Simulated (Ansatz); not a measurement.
Ideal-gas functions of C$_{2}$H$_{4}$BN, SMILES `BN=C=C` at 800 K and 1 bar, from an Ansatz frequency run at PBE0-D4/def2-TZVP.

Molar mass 52.87 g/mol, point group C2v (symmetry number 2), electronic degeneracy 1, moments of inertia 3.981, 120.291, 124.272 u Å². Harmonic wavenumbers (cm⁻¹, unscaled): 164, 197, 423, 546, 604, 714, 882, 928, 966, 990, 1205, 1368, 1535, 2263, 2592, 2680, 3185, 3277.

Use S(trans) = R[1.5 ln M + 2.5 ln T − 1.1517]; rotational temperatures θ = 24.2544 K / I; S(rot) = R[ln(√π/σ · √(T³/θAθBθC)) + 1.5]; for each mode x = 1.438777 ν̃/T, S = R[x/(eˣ − 1) − ln(1 − e⁻ˣ)] and H = RT x/(eˣ − 1); 1 cm⁻¹ = 0.0119627 kJ/mol; R = 8.31446 J/(mol·K).

Question: By hand: the entropy, in J/(mol·K).

Answer: Translation 178.9. Rotation: θ = 6.0925, 0.2016, 0.1952 K, giving 100.8. Vibration, mode by mode: 18.50, 16.99, 10.79, 8.79, 8.02, 6.78, 5.30, 4.96, 4.69, 4.54, 3.34, 2.65, 2.09, 0.73, 0.45, 0.39, 0.18, 0.16, in all 99.4. Electronic 0.0. Sum 379.1 J/(mol·K).

Question: By hand: H − E and G − E in kJ/mol, counted from the electronic energy.

Answer: Zero-point energy ½ × 24519 × 0.0119627 = 146.7; thermal vibration 42.6; translation, rotation and pV give 4 RT = 26.6. H − E = 215.9 kJ/mol, and G − E = 215.9 − 800 × 379.1/1000 = -87.4 kJ/mol.

Vibration gives 26 % of the entropy.
